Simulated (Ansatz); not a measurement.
Program: Ansatz. Geometries: PBE0-D4/def2-TZVP. ΔE: electronic, gas phase. CBS: MP2 limit from def2 TZ/QZ plus the TZ coupled-cluster correction, frozen cores. This one scheme is used for every species, atoms too. For atomizations the MP2-based limit and the directly extrapolated one differ by several kJ/mol either way, and by 10 to 25 for some Ge, Se and Sn compounds, so smaller differences from it don't rank the levels. Functionals use def2-TZVPP. B3LYP here is the variant with VWN-RPA as its local correlation; programs differ in this. HSE06 is defined as in plane-wave codes. Open shells (•) are unrestricted, without spin–orbit coupling. Spin–orbit coupling would lower the free atoms: a little for Cl, F; strongly for Sn. Elements past krypton have def2 core potentials. For Sn outer-core shells are correlated without core-valence functions, so the limit isn't a true one: a few kJ/mol of doubt a bond, and 10 to 20 or more in all where bonds break to atoms. Each species was taken in one conformer, which may not be the lowest.

Consider the atomization: `[NH2][Sn]([F])[Cl]`• → Cl• + F• + 2 H• + N• + Sn•.

```
           level  ΔE (kJ/mol)  difference from CCSD(T)/CBS
        B3LYP-D4       1791.8                        -10.9
        HSE06-D4       1781.3                        -21.4
        PBE-QIDH       1746.0                        -56.7
           BHLYP       1673.6                       -129.1
         LC-ωPBE       1770.9                        -31.8
     HF/def2-SVP       1083.6                       -719.1
CCSD(T)/def2-SVP       1582.2                       -220.5
   HF/def2-QZVPP       1143.2                       -659.5
  MP2/def2-QZVPP       1812.3                          9.6
    HF/CBS(def2)       1144.7                       -658.0
     CCSD(T)/CBS       1802.7                            0
```

Largest T1 diagnostic among the species: 0.017.

The D4 term adds +22.0 kJ/mol with B3LYP and +11.4 kJ/mol with PBE0; it sums over pairs of atoms, weighted by their polarisabilities, and B3LYP, whose exchange is more repulsive, gets the larger term. Leaving LDA and LC-ωPBE aside and taking each functional with its dispersion term where it has one, the values, not all of them listed here, spread over 167.5 kJ/mol, from BHLYP-D4 to PBE-D4. LDA lies +277.0 kJ/mol from PBE without D4, its usual overbinding. At CCSD(T), def2-SVP lies −220.5 kJ/mol from the extrapolated value and def2-TZVPP −86.6 kJ/mol: correlation converges slowly with the basis, and small sets miss more of it in the bonded molecule than in its fragments.
